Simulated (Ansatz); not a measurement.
Total energies of (NaNH2)2 ring (Na₂N₂H₄) from Ansatz at PBE-D4/def2-TZVP, gas phase (1 Eh = 27.2114 eV = 2625.5 kJ/mol). The reference geometry is relaxed at PBE0-D4/def2-SVP.

```csv
state,geometry,energy (Eh)
charge 0 singlet,reference,-436.23209
charge 1 doublet,reference,-435.99292
charge 1 doublet,relaxed at PBE0-D4/def2-SVP,-435.99674
```

(1) Work out the vertical ionisation energy to the doublet.

(2) How much does the charge 1 doublet relax, and what is the adiabatic ionisation energy?

(1) E(charge 1 doublet) − E(charge 0 singlet) = -435.99292 − (-436.23209) = 0.23917 Eh = 6.51 eV. For comparison, −ε of the highest occupied level is 3.68 eV at this level, 2.83 eV less.

(2) Relaxation: -435.99292 − (-435.99674) = 0.00382 Eh = 0.10 eV. Adiabatic ionisation energy: 0.23535 Eh = 6.40 eV, without zero-point energy.
